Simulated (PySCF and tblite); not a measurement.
Results of a calculation; reference values are marked as such.
System: C₅H₄FN₃, numbered as in [CH:1]#[C:2][c:3]1[n:4][c:5]([CH2:6][F:7])[n:8][nH:9]1.

Geometries: B3LYP-D3(BJ)/def2-SVP; energies: PBE0/pcSseg-1 + D3(BJ); zero-point and thermal terms from GFN2-xTB harmonic modes (soft modes blended into free rotors). Rates follow Eyring's equation with the number of equivalent paths and no tunnelling. Programs: tblite and PySCF.

Tunnelling of the moving H, left out here, will speed the real process. In real samples such hydrogens mostly exchange between molecules or through solvent, far faster than by this path.

Task: How high is the barrier to the shift of H on N9 from N9 to N8, through which structure does it pass, and what rate follows at 298 K?

Result: The electronic barrier is 54.9 kcal/mol and ΔG‡(298 K) 49.9 kcal/mol, over a C1 saddle with an imaginary mode of 1709i cm⁻¹ (GFN2-xTB). With 1 equivalent path, k is 1.6×10⁻²⁴ s⁻¹. The end lies 0.5 kcal/mol below the start in free energy.
